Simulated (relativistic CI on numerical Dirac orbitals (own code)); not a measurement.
## d7 in a ligand field

Computed with a parametric ligand-field model of a d^n configuration (Racah B and C, spin-orbit zeta, crystal field), exact diagonalisation.

Field parameters in Wybourne normalisation: Oh B⁴₀ = 21Dq, B⁴₄ = √(5/14) B⁴₀. The field is a parameter set, without covalency.

B = 950 cm⁻¹, C = 4590 cm⁻¹ (C/B = 4.83), Oh, no spin-orbit coupling. Tanabe-Sugano data, E/B above the lowest term (Δ = |10Dq|; b, c mark the second and third term of a kind):

| Δ/B | 4T1 | 4T2 | 4A2 | 4T1(b) | 2E | 2T1 | 2T2 | 2T1(b) |
| --- | --- | --- | --- | --- | --- | --- | --- | --- |
| 1.0 | 0.00 | 0.81 | 1.81 | 15.62 | 18.82 | 19.08 | 18.88 | 23.70 |
| 5.0 | 0.00 | 4.22 | 9.22 | 18.44 | 16.52 | 19.83 | 19.87 | 24.42 |
| 9.0 | 0.00 | 7.82 | 16.82 | 21.63 | 12.92 | 19.80 | 20.23 | 24.93 |
| 13.0 | 0.00 | 11.53 | 24.53 | 25.06 | 9.12 | 19.67 | 20.35 | 25.28 |
| 17.0 | 0.00 | 15.32 | 32.32 | 28.64 | 5.26 | 19.54 | 20.37 | 25.52 |
| 21.0 | 0.00 | 19.16 | 40.16 | 32.31 | 1.37 | 19.43 | 20.37 | 25.69 |
| 25.0 | 2.55 | 25.58 | 50.58 | 38.60 | 0.00 | 21.89 | 22.90 | 28.37 |
| 29.0 | 6.48 | 33.40 | 62.40 | 46.33 | 0.00 | 25.74 | 26.81 | 32.39 |
| 33.0 | 10.42 | 41.26 | 74.26 | 54.10 | 0.00 | 29.62 | 30.73 | 36.41 |
| 37.0 | 14.37 | 49.14 | 86.14 | 61.91 | 0.00 | 33.51 | 34.66 | 40.41 |
| 41.0 | 18.32 | 57.03 | 98.03 | 69.74 | 0.00 | 37.42 | 38.59 | 44.42 |
| 45.0 | 22.28 | 64.94 | 109.94 | 77.60 | 0.00 | 41.34 | 42.54 | 48.42 |

The ground term changes from 4T1 to 2E between Δ/B = 21.0 and 25.0.
